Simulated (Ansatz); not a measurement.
CH₇BSSi (`CBS[SiH3]`). The species carries charge 0 and has multiplicity 1.

Cartesian coordinates in Å:
```
C 1.3087 -1.7379 -0.4561
B 0.4295 -0.5545 0.0427
S -0.4481 0.4880 -1.1220
Si -1.3935 1.8320 0.2624
H 2.3344 -1.6101 -0.0897
H 1.3381 -1.8671 -1.5390
H 0.9560 -2.6712 -0.0008
H 0.3244 -0.3196 1.2143
H -2.2865 1.0831 1.1797
H -2.1913 2.7920 -0.5402
H -0.3717 2.5652 1.0487
```

(1) What are the harmonic wavenumbers in cm⁻¹ at PBE0-D4/def2-TZVP (Ansatz, finite differences of forces, unscaled)? (An estimate is asked.)

(2) Is this a minimum?

(3) Give the ideal-gas thermochemistry at 298.15 K and 1 bar (rigid rotor, harmonic oscillator; point group Cs, symmetry number 1).

(4) Rotational constants (cm⁻¹)?

Results:

(1) Ansatz gave: 86, 111, 125, 129, 304, 515, 621, 631, 670, 695, 878, 900, 925, 941, 945, 1036, 1167, 1321, 1448, 1448, 2234, 2246, 2246, 2592, 3030, 3087, 3136.

(2) Yes, all 27 modes are real.

(3) Zero-point energy 200.2 kJ/mol; H(298) − E = 221.5 kJ/mol; entropy 347.5 J/(mol·K), of which translation 165.0, rotation 110.2, vibration 72.4; G(298) − E = 117.9 kJ/mol. Modes under 100 cm⁻¹ are hindered rotations or soft bends, so the harmonic entropy is rough.

(4) 0.4209, 0.06826, 0.06063.
